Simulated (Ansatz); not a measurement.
Level of theory: Ansatz (an electronic-structure program) with PBE0-D3(BJ)/def2-TZVP. No frequencies were computed at this level.

Ansatz 0.2 input:
```yaml
crystal:
  periodic: [false, false, false]
  atoms:
    - { symbol: S, position_ang: [2.455273, 0.205366, -0.706509] }
    - { symbol: Ga, position_ang: [0.296565, -0.101113, -0.214627] }
    - { symbol: S, position_ang: [-0.649221, 1.212487, 1.355762] }
    - { symbol: S, position_ang: [-0.88126, -1.702886, -1.258467] }
    - { symbol: H, position_ang: [2.581725, 1.144787, 0.229568] }
    - { symbol: H, position_ang: [-1.743276, 0.464158, 1.455115] }
    - { symbol: H, position_ang: [-2.059807, -1.2228, -0.860844] }
basis:
  gaussian: { orbitals: def2-tzvp }
hamiltonian:
  xc: pbe0
  dispersion: d3bj
relax:
  max_steps: 150
```

Output:

```
Functional definition: PBE0
1358 factors; their error is unknown
mean field evaluation 1: about -84916.8488 eV, gradient 3.3e1 eV
mean field evaluation 2: about -84915.7083 eV, gradient 4.6e1 eV
mean field evaluation 4: about -84918.9015 eV, gradient 7.7e-1 eV
mean field evaluation 8: about -84919.1554 eV, gradient 1.9e-1 eV
mean field evaluation 16: about -84919.1554 eV, gradient 4.6e-5 eV
mean field -84919.15544977 eV, -3120.7214025082 hartree, gradient 4.6e-5 eV, S^2 0.000000; 0 other end points of the search recorded, 0 dependent functions left out
reference -84919.15547717 eV, -3120.7214035152 hartree; 41, 41 occupied and 136, 136 virtual orbitals, 1358 factors
relax step   1: F+E_penalty+E_count = -84919.34861305 eV  Δ(F+E_penalty+E_count) = +0.000e0 eV  max|allowed force component| = 6.439e-1 eV/Å  Δτ_max = 0.0000 Å  (25 SCF iters, accepted)
these checks for a lower state are left out or cut short: starts, cluster_reference, orbital_swaps, neighbouring_geometries, increment
1358 factors; their error is unknown
mean field -84919.19464160 eV, -3120.7228427814 hartree, gradient 1.1e-5 eV, S^2 0.000000; 0 other end points of the search recorded, 0 dependent functions left out
reference -84919.19466867 eV, -3120.7228437762 hartree; 41, 41 occupied and 136, 136 virtual orbitals, 1358 factors
relax step   2: F+E_penalty+E_count = -84919.39250415 eV  Δ(F+E_penalty+E_count) = -4.389e-2 eV  max|allowed force component| = 3.930e-1 eV/Å  Δτ_max = 0.1943 Å  (29 SCF iters, accepted)
these checks for a lower state are left out or cut short: starts, cluster_reference, orbital_swaps, neighbouring_geometries, increment
1358 factors; their error is unknown
mean field -84919.20496953 eV, -3120.7232223257 hartree, gradient 2.5e-5 eV, S^2 0.000000; 0 other end points of the search recorded, 0 dependent functions left out
reference -84919.20499653 eV, -3120.7232233180 hartree; 41, 41 occupied and 136, 136 virtual orbitals, 1358 factors
relax step   3: F+E_penalty+E_count = -84919.40239459 eV  Δ(F+E_penalty+E_count) = -9.890e-3 eV  max|allowed force component| = 4.452e-1 eV/Å  Δτ_max = 0.1018 Å  (29 SCF iters, accepted)
these checks for a lower state are left out or cut short: starts, cluster_reference, orbital_swaps, neighbouring_geometries, increment
1358 factors; their error is unknown
mean field evaluation 32: about -84918.9622 eV, gradient 9.6e-2 eV
mean field -84919.21790052 eV, -3120.7236975309 hartree, gradient 1.5e-5 eV, S^2 0.000000; 0 other end points of the search recorded, 0 dependent functions left out
reference -84919.21792725 eV, -3120.7236985130 hartree; 41, 41 occupied and 136, 136 virtual orbitals, 1358 factors
relax step   4: F+E_penalty+E_count = -84919.41575916 eV  Δ(F+E_penalty+E_count) = -1.336e-2 eV  max|allowed force component| = 3.795e-2 eV/Å  Δτ_max = 0.0879 Å  (27 SCF iters, accepted)
these checks for a lower state are left out or cut short: starts, cluster_reference, orbital_swaps, neighbouring_geometries, increment
1358 factors; their error is unknown
mean field -84919.21863707 eV, -3120.7237245984 hartree, gradient 7.9e-6 eV, S^2 0.000000; 0 other end points of the search recorded, 0 dependent functions left out
reference -84919.21866379 eV, -3120.7237255804 hartree; 41, 41 occupied and 136, 136 virtual orbitals, 1358 factors
relax step   5: F+E_penalty+E_count = -84919.41625935 eV  Δ(F+E_penalty+E_count) = -5.002e-4 eV  max|allowed force component| = 3.170e-2 eV/Å  Δτ_max = 0.0253 Å  (28 SCF iters, accepted)
these checks for a lower state are left out or cut short: starts, cluster_reference, orbital_swaps, neighbouring_geometries, increment
1358 factors; their error is unknown
mean field -84919.21898868 eV, -3120.7237375199 hartree, gradient 9.8e-6 eV, S^2 0.000000; 0 other end points of the search recorded, 0 dependent functions left out
reference -84919.21901536 eV, -3120.7237385003 hartree; 41, 41 occupied and 136, 136 virtual orbitals, 1358 factors
relax step   6: F+E_penalty+E_count = -84919.41657816 eV  Δ(F+E_penalty+E_count) = -3.188e-4 eV  max|allowed force component| = 2.796e-3 eV/Å  Δτ_max = 0.0217 Å  (29 SCF iters, accepted)
these checks for a lower state are left out or cut short: starts, cluster_reference, orbital_swaps, neighbouring_geometries, increment
1358 factors; their error is unknown
mean field -84919.21905172 eV, -3120.7237398367 hartree, gradient 9.7e-6 eV, S^2 0.000000; 0 other end points of the search recorded, 0 dependent functions left out
reference -84919.21907839 eV, -3120.7237408167 hartree; 41, 41 occupied and 136, 136 virtual orbitals, 1358 factors
relax step   7: F+E_penalty+E_count = -84919.41664039 eV  Δ(F+E_penalty+E_count) = -6.222e-5 eV  max|allowed force component| = 1.153e-2 eV/Å  Δτ_max = 0.0188 Å  (29 SCF iters, accepted)
these checks for a lower state are left out or cut short: starts, cluster_reference, orbital_swaps, neighbouring_geometries, increment
1358 factors; their error is unknown
mean field evaluation 64: about -84919.2190 eV, gradient 7.8e-6 eV
mean field -84919.21904136 eV, -3120.7237394561 hartree, gradient 7.8e-6 eV, S^2 0.000000; 0 other end points of the search recorded, 0 dependent functions left out
reference -84919.21906803 eV, -3120.7237404361 hartree; 41, 41 occupied and 136, 136 virtual orbitals, 1358 factors
relax step   8: F+E_penalty+E_count = -84919.41662725 eV  Δ(F+E_penalty+E_count) = +1.314e-5 eV  max|allowed force component| = 6.278e-3 eV/Å  Δτ_max = 0.0102 Å  (29 SCF iters, rejected (line search))
these checks for a lower state are left out or cut short: starts, cluster_reference, orbital_swaps, neighbouring_geometries, increment
1358 factors; their error is unknown
mean field -84919.21906947 eV, -3120.7237404890 hartree, gradient 7.8e-6 eV, S^2 0.000000; 0 other end points of the search recorded, 0 dependent functions left out
reference -84919.21909614 eV, -3120.7237414689 hartree; 41, 41 occupied and 136, 136 virtual orbitals, 1358 factors
relax step   9: F+E_penalty+E_count = -84919.41665561 eV  Δ(F+E_penalty+E_count) = -1.522e-5 eV  max|allowed force component| = 1.192e-3 eV/Å  Δτ_max = 0.0035 Å  (30 SCF iters, accepted)
1358 factors; their error is unknown
mean field -84919.21906947 eV, -3120.7237404890 hartree, gradient 7.9e-6 eV, S^2 0.000000; 1 other end points of the search recorded, 0 dependent functions left out
reference -84919.21909614 eV, -3120.7237414689 hartree; 41, 41 occupied and 136, 136 virtual orbitals, 1358 factors
Total energy: -84919.41668227 eV, -3120.7310026255 hartree
Atom 0 at     2.395423     0.184164    -0.712031 Å, force     0.000083     0.000128     0.000204 eV/Å
Atom 1 at     0.280551    -0.085522    -0.198764 Å, force     0.000082    -0.000469    -0.000327 eV/Å
Atom 2 at    -0.592781     1.117621     1.420716 Å, force    -0.000264     0.000468     0.001033 eV/Å
Atom 3 at    -0.854513    -1.567106    -1.354786 Å, force     0.000006     0.000558     0.000577 eV/Å
Atom 4 at     2.585576     1.125645     0.227629 Å, force    -0.000635    -0.000102    -0.000179 eV/Å
Atom 5 at    -1.814840     0.572692     1.305334 Å, force     0.001192    -0.000108    -0.000940 eV/Å
Atom 6 at    -1.999417    -1.347495    -0.688100 Å, force    -0.000464    -0.000473    -0.000368 eV/Å
Dipole moment:    -0.260081     0.069022     0.173177 e Å
```

Cost: very roughly 90 core-seconds.
